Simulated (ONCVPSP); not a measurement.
## Before and after: ONCV potential for vanadium

```
Element                 : vanadium
Generator               : ONCVPSP 4.0.1
Type                    : optimised norm-conserving Vanderbilt (ONCV)
Functional              : LDA (Perdew-Zunger)
Relativity              : fully relativistic
Frozen core             : [Ar]
Valence charge          : 5
Reference configuration : 3d3 4s2
Partial waves           : 4s: rc 2.85 bohr, ncon 3, nbas 8, qcut 2.3 1/bohr, 1 projector; p scattering state at 0.31 Ha: rc 2.65 bohr, ncon 4, nbas 8, qcut 2.5 1/bohr, 1 projector; 3d: rc 2.30 bohr, ncon 3, nbas 7, qcut 6.1 1/bohr, 2 projectors, debl 0.9 Ha; f scattering state at 0.31 Ha: rc 2.55 bohr, ncon 4, nbas 8, qcut 4.4 1/bohr, 2 projectors, debl 1.1 Ha
Local potential         : polynomial inside 2.15 bohr (lpopt 5, dvloc0 0 Ha)
Core correction         : none
```

Open shells are filled in proportion to 2j + 1.

In the p channel the program set the typed energies aside and used 0.050 Ha (j = l + 1/2; the other j can differ).

Change: all radii scaled by about 1.18 (s 3.36, p 3.12, d 2.70, f 3.00 bohr); local potential polynomial inside 2.52 bohr (lpopt 5, dvloc0 0 Ha).

Cutoffs: the cutoffs (Ha) at which the residual kinetic energy of the hardest occupied pseudo-wave falls to 1 and 0.1 mHa per electron; they do not see the model core or the augmentation charge, which bear on the density cutoff. Errors are all-electron minus pseudo energies relative to the spin-unpolarised reference configuration.

Task: Predict the effect on cutoff, ghosts and configuration errors.

Result: The potential gets softer (15 Ha and 17 Ha → 14 Ha and 15 Ha); the lowest positive-energy flag moves from s at 7.4 eV to none; of the 4 tests that both files solve, the error grows in 1 and shrinks in 3 by more than 15 % and 0.3 meV (median size 38.2 → 27.0 meV); neither file shows a bound ghost. A larger radius leaves more room for a smooth pseudo-wave, so fewer plane waves are needed.

| quantity | base | changed |
| --- | --- | --- |
| cutoff, loose | 15 Ha | 14 Ha |
| cutoff, tight | 17 Ha | 15 Ha |
| loose cutoff by channel | s 2.5 Ha, d 15 Ha | s 1.9 Ha, d 14 Ha |
| bound ghosts | none | none |
| GHOST(+) flags under 300 eV | s at 7.4 eV | none |
| error for 3d3 4s1, meV [ΔE 7.94 eV] | +16 | +8.6 |
| error for 3d3 4s0, meV [ΔE 22.49 eV] | +60 | -17 |
| error for 3d2 4s0, meV [ΔE 51.64 eV] | +324 | +228 |
| error for 3d3 4s0 4p2, meV [ΔE 7.00 eV] | -0.9 | -37 |

Base: These tests converged, but a pseudo level misses the all-electron one widely, so the file describes the atom poorly there or has found another state: 3d3 4s0 4p2: empty 4s by 11.5 eV. Changed file: These tests converged, but a pseudo level misses the all-electron one widely, so the file describes the atom poorly there or has found another state: 3d3 4s0 4p2: empty 4s by 11.5 eV.
